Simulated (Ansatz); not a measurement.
Coupled-cluster diagnostics for the cluster K4Na4, Ansatz.

Geometry of the singlet (B3LYP/def2-SVP):

```csv
atom,x (Å),y (Å),z (Å)
Na1,0.002,-2.977,-1.636
Na2,3.069,-1.459,-0.112
Na3,0.861,0.442,-2.153
Na4,-1.851,1.314,2.379
K5,2.046,1.850,1.506
K6,-1.115,3.539,-1.235
K7,-0.095,-2.104,2.248
K8,-2.916,-0.604,-0.997
```

Correlated methods freeze 24 core orbitals; core or outer-core shells of Na, K are correlated, in sets that lack core-valence functions. The structure comes from a short search, and lower isomers may exist.

**Question.** Estimate the CCSD(T) correlation energy, the shares of MP2 and (T), T1 and the reference's ⟨S²⟩ for: charge 0, singlet, own geometry in def2-SVP; and the rough time on 4 threads of Arm Neoverse N1 on a shared host.

**Answer.** 
| state | basis | correlation (eV) | MP2 share (%) | (T) share (%) | T1 | ⟨S²⟩ (pure) | wall time | remarks |
| --- | --- | --- | --- | --- | --- | --- | --- | --- |
| charge 0, singlet, own geometry | def2-SVP | -9.903 | 87.0 | 4.9 | 0.014 | 0.00 (0.00) | 3.3 min | restricted SCF unstable |
Customary marks for T1 are 0.02 (closed shells), 0.045 (open shells) and about 0.05 (3d metals). T1 stays under 0.02 throughout.
